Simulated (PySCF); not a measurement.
Numbering as in the mapped SMILES `[SiH3:1][SiH2:2][SiH:3]([SiH3:4])[SiH3:5]`. Each H is labelled by its parent atom.

GIAO PBE0/pcSseg-1 shifts (PySCF, gas phase, non-relativistic, equivalent atoms averaged), each against references optimised in the same way as the molecule (TMS).

On the GFN2-xTB geometry: Si4/Si5 -110.1, Si1 -115.6, Si2 -124.9, Si3 -146.0, H(Si4)/H(Si5) 3.60, H(Si1) 3.53, H(Si2) 3.48, H(Si3) 3.26 ppm.

Q: What changes on the PBE0-D3(BJ)/def2-SVP geometry?

A: 
```
        atoms  δ (ppm)  change
      Si4/Si5   -101.5    +8.6
          Si1   -105.0   +10.6
          Si2   -112.2   +12.7
          Si3   -131.7   +14.3
H(Si4)/H(Si5)     3.70   +0.10
       H(Si1)     3.66   +0.13
       H(Si2)     3.51   +0.03
       H(Si3)     3.18   -0.08
```

Part of each change is the reference's own: σ(TMS, Si) goes from 349.2 to 352.0 ppm, σ(TMS, H) goes from 31.72 to 31.27 ppm.

Bonds between heavy atoms that differ most (equivalent bonds averaged): Si1–Si2 2.313 → 2.345 Å, Si3–Si4 2.327 → 2.344 Å, Si2–Si3 2.340 → 2.345 Å. Mean change of bonds to hydrogen: Si–H +0.028 Å. The two structures also differ in conformation, which adds to the changes.
